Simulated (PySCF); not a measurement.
Compound: C3H7NOSi.
Structure used (PBE0-D3(BJ)/def2-SVP), in Å, numbered top down from 1:
```xyz
13
C3H7NOSi angstrom
C      2.0997    0.5109    0.7448
C      1.1376   -0.4208    0.7096
Si     0.0348   -0.7240   -0.7735
C     -1.7154    0.0568   -0.5129
N     -1.8558    0.9318    0.5142
O     -2.6161   -0.2298   -1.2782
H      2.3315    1.1334   -0.1275
H      2.7079    0.6900    1.6390
H      0.9647   -1.0140    1.6186
H      0.6326   -0.0750   -1.9780
H     -0.1721   -2.1796   -1.0132
H     -1.0798    1.1596    1.1211
H     -2.7526    1.3841    0.6588
```

The calculation used core-valence-separated Tamm–Dancoff BHandHLYP/aug-pcX-1 (pcseg-1 on H, def2-SVPD on Si) in PySCF, non-relativistic, gas phase, PBE0-D3(BJ)/def2-SVP geometry. The energies are unshifted.

The lowest roots of each edge with f over 0.003 (five at most, numbered afresh; weaker and dark ones are left out), with transition dipoles (au) in the frame of the coordinates:

| root | edge | E (eV) | μx | μy | μz |
| --- | --- | --- | --- | --- | --- |
| 1 | C | 282.11 | 0.0564 | -0.0591 | -0.0280 |
| 2 | C | 282.21 | -0.0650 | 0.0668 | 0.0304 |
| 3 | C | 284.26 | -0.0284 | -0.0794 | 0.0637 |
| 4 | C | 285.68 | -0.0149 | -0.0272 | 0.0310 |
| 5 | C | 286.10 | 0.0245 | 0.0212 | 0.0133 |
| 6 | N | 399.47 | -0.0135 | -0.0372 | 0.0309 |
| 7 | N | 400.21 | 0.0007 | -0.0228 | -0.0263 |
| 8 | N | 400.99 | 0.0487 | -0.0069 | 0.0135 |
| 9 | N | 401.46 | 0.0329 | -0.0079 | 0.0014 |
| 10 | N | 402.35 | 0.0052 | 0.0194 | -0.0091 |
| 11 | O | 529.19 | 0.0160 | 0.0419 | -0.0345 |
| 12 | O | 532.70 | 0.0185 | -0.0106 | -0.0024 |

Task: What are the oscillator strengths?

Result: f = (2/3) ΔE |μ|², with ΔE in hartree (27.2114 eV):

```json
{"root": "1", "ΔE (Eh)": "10.3672", "|μ|² (au)": "0.007458", "f": "0.052", "core hole on": "C2"}
{"root": "2", "ΔE (Eh)": "10.3710", "|μ|² (au)": "0.009611", "f": "0.066", "core hole on": "C1"}
{"root": "3", "ΔE (Eh)": "10.4463", "|μ|² (au)": "0.011169", "f": "0.078", "core hole on": "C4"}
{"root": "4", "ΔE (Eh)": "10.4984", "|μ|² (au)": "0.001923", "f": "0.013", "core hole on": "C2"}
{"root": "5", "ΔE (Eh)": "10.5141", "|μ|² (au)": "0.001227", "f": "0.009", "core hole on": "C1"}
{"root": "6", "ΔE (Eh)": "14.6804", "|μ|² (au)": "0.002521", "f": "0.025", "core hole on": "N5"}
{"root": "7", "ΔE (Eh)": "14.7074", "|μ|² (au)": "0.001212", "f": "0.012", "core hole on": "N5"}
{"root": "8", "ΔE (Eh)": "14.7361", "|μ|² (au)": "0.002602", "f": "0.026", "core hole on": "N5"}
{"root": "9", "ΔE (Eh)": "14.7535", "|μ|² (au)": "0.001147", "f": "0.011", "core hole on": "N5"}
{"root": "10", "ΔE (Eh)": "14.7862", "|μ|² (au)": "0.000486", "f": "0.005", "core hole on": "N5"}
{"root": "11", "ΔE (Eh)": "19.4473", "|μ|² (au)": "0.003202", "f": "0.042", "core hole on": "O6"}
{"root": "12", "ΔE (Eh)": "19.5764", "|μ|² (au)": "0.000460", "f": "0.006", "core hole on": "O6"}
```

Task: Molecules are fixed in this frame and the field points along (0, 1, 1)/√2. What effective strengths 3 f cos²θ do the roots have (θ between field and μ)?

Result: root 1 (C2): 0.079, root 2 (C1): 0.098, root 3 (C4): 0.003, root 4 (C2): 0.000, root 5 (C1): 0.013, root 6 (N5): 0.001, root 7 (N5): 0.036, root 8 (N5): 0.001, root 9 (N5): 0.001, root 10 (N5): 0.002, root 11 (O6): 0.001, root 12 (O6): 0.003. Root 2 is the strongest. Averaged over all orientations cos²θ is 1/3, which gives f back.

One conformer stands for the species.
